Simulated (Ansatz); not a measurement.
Cartesian coordinates in Å:
```
C 2.5456 1.1908 -1.3199
N 1.8275 0.5233 -0.2610
C 2.7120 -0.1626 0.6452
Hf -0.2067 0.7162 -0.1543
O -0.7636 2.5493 -0.5283
N -0.9719 -0.6619 -1.4586
C -0.3135 -1.6379 -2.2860
C -2.4039 -0.6677 -1.6400
N -0.7984 0.1306 1.7183
C -0.7705 1.0706 2.8131
C -1.3090 -1.1543 2.1216
H 3.1151 0.4807 -1.9390
H 1.8588 1.7244 -1.9870
H 3.2604 1.9318 -0.9307
H 2.1455 -0.6421 1.4468
H 3.2951 -0.9427 0.1317
H 3.4355 0.5250 1.1103
H -1.1979 3.2875 -0.9408
H -0.6551 -2.6600 -2.0595
H 0.7667 -1.6047 -2.1298
H -0.5068 -1.4663 -3.3566
H -2.8865 0.0839 -1.0022
H -2.8468 -1.6409 -1.3779
H -2.6925 -0.4449 -2.6786
H -0.4037 2.0489 2.4836
H -0.1124 0.7311 3.6276
H -1.7705 1.2275 3.2461
H -2.3281 -1.0793 2.5329
H -0.6829 -1.6155 2.9012
H -1.3416 -1.8406 1.2720
```

Total charge 0; spin multiplicity 1. Hf: def2 effective core potential.

Q: List the ωB97M-V/def2-TZVPP orbital energies in eV (the Gaussian-basis code of Ansatz). (Best estimate.)

A: Ansatz gave: Occupied: -525.27, -393.64, -393.61, -393.59, -281.87, -281.79, -281.74, -281.66, -281.65, -281.64, -69.79, -38.37, -38.16, -38.15, -29.07, -27.20, -27.05, -27.01, -22.25, -22.19, -22.16, -19.35, -19.26, -19.23, -16.09, -15.40, -15.18, -15.16, -14.98, -14.96, -14.91, -14.65, -14.61, -14.55, -13.12, -13.05, -13.03, -12.49, -12.44, -12.41, -11.74, -11.71, -11.04, -10.86, -10.77, -8.48, -8.34, -8.10. Lowest empty: 1.42, 2.51, 2.59, 2.70, 3.05, 3.13, 3.18, 3.63.
